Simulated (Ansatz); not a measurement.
This geometry of C2H5NSi (9 atoms, charge 0, multiplicity 1) is a first-order saddle point.

These are results of RKS B3LYP/def2-SVP (Ansatz), not measurements.

```xyz
9
Properties=species:S:1:pos:R:3
Si -0.028 0.672 -1.158
N -0.732 -0.328 0.137
C -0.161 -0.208 1.543
C 0.174 -1.268 0.908
H 1.108 -0.035 -1.834
H 0.486 1.973 -0.620
H -1.086 0.952 -2.166
H -0.273 0.450 2.397
H 0.601 -2.256 0.776
```

Q: Which two structures does it join? (They come from a converged band through this point; their orientation in space is the band's.)

A: No bond is made or broken. The dihedral H6–Si1–N2–C4 goes from -152 to -30°. The two ends are copies of one structure, up to a mirror image or an exchange of like atoms.

First end point:

```xyz
9
Properties=species:S:1:pos:R:3
Si -0.005 0.765 -1.117
N -0.678 -0.011 0.323
C 0.165 -0.311 1.544
C -0.159 -1.333 0.842
H 1.455 0.486 -1.351
H -0.196 2.236 -0.974
H -0.781 0.286 -2.298
H 0.557 0.222 2.403
H -0.269 -2.386 0.612
```

Last end point:

```xyz
9
Properties=species:S:1:pos:R:3
Si 0.017 0.663 -1.182
N -0.565 -0.504 0.014
C -0.399 -0.281 1.502
C 0.365 -1.178 0.999
H 0.359 -0.089 -2.424
H 1.223 1.452 -0.747
H -1.096 1.610 -1.476
H -0.884 0.284 2.290
H 1.068 -2.004 1.007
```

Q: How far does it lie above each of them?

A: 0.065 eV above the first and 0.065 eV above the second. This is the barrier of this one path; another mechanism may lie lower.

The run took 10 min on 1 thread of AMD EPYC (Zen 3) (shared host), peak memory 0.17 GiB.
